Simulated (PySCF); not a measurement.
## ORD: `C[C@H]1C[SiH2]O[Si@H]1[SiH3]`, C$_{3}$H$_{12}$OSi$_{3}$

Geometry (Å), atoms numbered from 1 in this order:
```xyz
19

C    -1.767   -0.616    0.906
C    -0.933   -0.474   -0.363
C    -0.980    0.958   -0.924
Si    0.543    1.185   -2.045
O     1.522    0.077   -1.344
Si    0.931   -0.921   -0.171
Si    1.864   -0.321    1.843
H    -2.800   -0.318    0.730
H    -1.366    0.008    1.704
H    -1.765   -1.648    1.251
H    -1.364   -1.139   -1.121
H    -1.933    1.150   -1.418
H    -0.918    1.664   -0.091
H     1.213    2.471   -1.895
H     0.329    0.773   -3.428
H     1.174   -2.266   -0.710
H     3.311   -0.544    1.924
H     1.655    1.085    2.217
H     1.274   -1.116    2.928
```

Computed with TDDFT CAM-B3LYP/def2-SVPD circular dichroism and optical rotation, one conformer, gas phase (PySCF 2.14.0). Geometry: GFN2-xTB.

Stereocentres: C2 S, Si6 S.

Problem. Give the optical rotatory dispersion at 633, 589.3, 546, 436, 405, 365, 355 nm.

Solution. [α] in deg dm⁻¹ (g/mL)⁻¹:
| λ (nm) | origin-invariant length gauge | modified velocity gauge | length gauge (centre of mass) | isotropic polarisability (au) |
| --- | --- | --- | --- | --- |
| 633 | -2.1 | +4.9 | -2.5 | 116.8 |
| 589.3 | -1.7 | +6.6 | -2.2 | 117.3 |
| 546 | -0.9 | +9.2 | -1.5 | 117.9 |
| 436 | +6.7 | +25.1 | +5.5 | 120.5 |
| 405 | +12.7 | +35.7 | +11.3 | 121.7 |
| 365 | +27.8 | +59.9 | +25.9 | 123.8 |
| 355 | +33.9 | +69.2 | +31.8 | 124.5 |

Where the gauges differ in sign the basis doesn't settle the rotation.

The first excitation lies at 6.32 eV (196 nm) with R = +22.3 × 10⁻⁴⁰ esu² cm² (velocity form).
